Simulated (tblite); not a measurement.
C₇H₆NO (doublet state).
SMILES with atom numbers: `[H]/[N:1]=[CH:2]\[c:3]1[cH:4][cH:5][c:6]([O:7])[cH:8][cH:9]1` (hydrogens: H10 on N1; H11 on C2; H12 on C4; H13 on C5; H14 on C8; H15 on C9)

Geometry (GFN2-xTB, Å), atoms numbered from 1 in this order:
```xyz
15
C7H6NO angstrom
N      3.012   -0.690   -0.175
C      2.158    0.209    0.063
C      0.705    0.131    0.037
C      0.024   -1.063   -0.287
C     -1.334   -1.118   -0.309
C     -2.149    0.049    0.002
O     -3.380    0.014   -0.014
C     -1.411    1.260    0.333
C     -0.052    1.283    0.345
H      2.637   -1.605   -0.421
H      2.565    1.183    0.326
H      0.598   -1.950   -0.523
H     -1.861   -2.028   -0.556
H     -1.994    2.138    0.567
H      0.477    2.194    0.592
```

Computed values, GFN2-xTB/tblite, gas phase, harmonic and unscaled. The method is semi-empirical: single wavenumbers can be off by several per cent or more. One conformer, not necessarily the lowest. Open shells enter through the occupations alone, without spin polarisation, and single modes of such species can be off by tens of per cent.

How many normal modes are there?

15 atoms, non-linear: 3N − 6 = 39.

What is the point group of the computed structure, and how do the modes divide by symmetry?

Cs. The vibrations span 27 a′ + 12 a″.

How many distinct wavenumbers does the calculation give?

39: Cs has no degenerate species.

How many fundamentals are allowed in the infrared by symmetry?

39 of 39: in Cs every mode is allowed. All fundamentals are allowed in the Raman spectrum.

What zero-point energy do the modes add up to?

½Σν̃ = 23892 cm⁻¹ = 68.3 kcal/mol (39 modes), 31.3 kcal/mol of it from above 1550 cm⁻¹.

What thermal excitation has the softest real mode at 200 K?

42.7 cm⁻¹ is a vibrational temperature θ of 61 K. The population of v = 1 over v = 0 is exp(−θ/T) = 0.74, and the mean quantum number is 2.8.
